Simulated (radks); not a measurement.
Values are calculated unless marked as measured or tabulated.
All-electron atom: the gallium ion Ga6+ in [Ar] 3d7. Level of theory: Dirac Kohn-Sham, LB94 model potential, spin-unpolarised, spherical densities, finite nucleus; open shells fill j = l - 1/2 first; Fermi nuclear charge, rms radius 3.9973 fm (a radial shooting solver on a logarithmic mesh with Libxc functionals). Some entries of the table are withheld. Estimate them.

orbital  occ.  eigenvalue (hartree)  <1/r> (bohr^-1)  r(max) (bohr)
1s1/2       2             -383.5821            31.34        0.03178
2s1/2       2                   (1)            6.893         0.1824
2p1/2       2                   (2)            6.873         0.1442
2p3/2       4                   (3)            6.696         0.1471
3s1/2       2                   (4)            2.239         0.5592
3p1/2       2              -8.32524            2.136         0.5528
3p3/2       4              -8.17972            2.094         0.5609
3d3/2       4                   (5)            1.869         0.5015
3d5/2       3                   (6)            1.859         0.5041

Answer. 
(1) 2s1/2 eigenvalue (hartree): -51.94281
(2) 2p1/2 eigenvalue (hartree): -46.65937
(3) 2p3/2 eigenvalue (hartree): -45.62552
(4) 3s1/2 eigenvalue (hartree): -10.04986
(5) 3d3/2 eigenvalue (hartree): -5.25682
(6) 3d5/2 eigenvalue (hartree): -5.23435
